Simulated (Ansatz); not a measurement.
`C=C[SiH](C)S`. Total charge 0; spin multiplicity 1.

Z-matrix (Å, degrees):
```
Si
C 1 1.856
S 1 2.147 2 110.5
C 1 1.864 2 112.8 3 117.3
H 1 1.489 2 106.9 3 -120.2
C 2 1.331 1 122.4 3 118.9
H 2 1.089 1 119.1 3 -60.4
H 3 1.343 1 94.6 2 -54.9
H 4 1.092 1 110.8 2 -58.5
H 4 1.092 1 110.9 2 -178.8
H 4 1.093 1 110.2 2 61.3
H 6 1.087 2 122.4 1 -179.8
H 6 1.087 2 121.5 1 0.2
```

Q: List the harmonic frequencies (cm⁻¹, unscaled) at PBE0-D4/def2-TZVP in Ansatz. (Estimate.)

A: Computed: 77, 145, 165, 178, 183, 210, 325, 489, 543, 629, 666, 723, 762, 792, 848, 888, 1004, 1020, 1046, 1275, 1288, 1439, 1447, 1449, 1667, 2203, 2714, 3053, 3128, 3140, 3142, 3143, 3211.

Q: Is this a minimum?

A: Yes, all 33 modes are real.

Q: Give the ideal-gas thermochemistry at 298.15 K and 1 bar (rigid rotor, harmonic oscillator; point group C1, symmetry number 1).

A: Zero-point energy 257.2 kJ/mol; H(298) − E = 281.3 kJ/mol; entropy 368.8 J/(mol·K), of which translation 166.8, rotation 115.8, vibration 86.2; G(298) − E = 171.3 kJ/mol. Modes under 100 cm⁻¹ are hindered rotations or soft bends, so the harmonic entropy is rough.
